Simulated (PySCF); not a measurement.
GaH7OSi2, SMILES [OH][Ga]([SiH3])[SiH3].

Geometry optimised at TPSSh-D3(BJ)/def2-SVP. Other conformers were not sampled.

The numbers are results of PBE/def2-TZVP run with PySCF, not measurements.

Symmetry labels are those of the subgroup Cs that the program uses (full group Cs).

Task: List the valence orbital energies around the gap with their symmetry. (Estimate from the structure and the level; the computed values follow.)

Result: 
```tsv
orbital	symmetry	energy (eV)
HOMO−7	A'	-9.34
HOMO−6	A'	-8.64
HOMO−5	A"	-8.63
HOMO−4	A"	-8.47
HOMO−3	A'	-8.42
HOMO−2	A'	-7.43
HOMO−1	A"	-7.34
HOMO	A'	-6.22
LUMO	A"	-2.58
LUMO+1	A'	-1.25
LUMO+2	A'	-0.92
LUMO+3	A"	-0.02
```
